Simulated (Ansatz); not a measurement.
Ansatz (a first-principles code) job for GeH4O4, SMILES [OH][Ge]([OH])([OH])[OH], PBE/def2-SVPD. Geometry: PBE0-D3(BJ)/def2-SVP. The isomer is the one that the SMILES or the coordinates give; other isomers of the formula were not compared. The values are those of a single conformer.

Ansatz 0.2 input:
```yaml
crystal:
  periodic: [false, false, false]
  atoms:
    - {symbol: O, position_ang: [-1.12548469, 0.97818316, -0.92686005]}
    - {symbol: Ge, position_ang: [-0.00000000, 0.00000000, -0.00000000]}
    - {symbol: O, position_ang: [1.12548467, -0.97818316, -0.92686008]}
    - {symbol: O, position_ang: [-0.97818315, -1.12548468, 0.92686007]}
    - {symbol: O, position_ang: [0.97818318, 1.12548468, 0.92686006]}
    - {symbol: H, position_ang: [-1.92487737, 0.48733472, -1.14913225]}
    - {symbol: H, position_ang: [1.92487735, -0.48733472, -1.14913231]}
    - {symbol: H, position_ang: [-0.48733470, -1.92487737, 1.14913229]}
    - {symbol: H, position_ang: [0.48733473, 1.92487736, 1.14913227]}
basis:
  gaussian:
    orbitals: def2-SVPD
hamiltonian:
  xc: {name: PBE}
```

Log of the run:

```
WARN ansatz: RAYON_NUM_THREADS=1 ignored (pool sized by the plan → 1); use --threads N
Functional definition: PBE
integrals: 0.11 GiB planned
1405 factors; their error is unknown
mean field: 0.66 GiB planned
mean field evaluation 1: about -64723.3115 eV, gradient 1.1e2 eV
mean field evaluation 2: about -64642.2003 eV, gradient 2.3e2 eV
mean field evaluation 4: about -64744.8735 eV, gradient 1.9e0 eV
mean field evaluation 8: about -64744.8217 eV, gradient 4.8e-2 eV
mean field evaluation 16: about -64744.8217 eV, gradient 3.4e-5 eV
mean field -64744.82172404 eV, -2379.3283127423 hartree, gradient 3.4e-5 eV, S^2 0.000000; 0 other end points of the search recorded, 0 dependent functions left out
reference -64744.82177520 eV, -2379.3283146222 hartree; 34, 34 occupied and 128, 128 virtual orbitals, 1405 factors
Total energy: -64744.82177520 eV, -2379.3283146222 hartree
```

The calculation finished and met its thresholds.
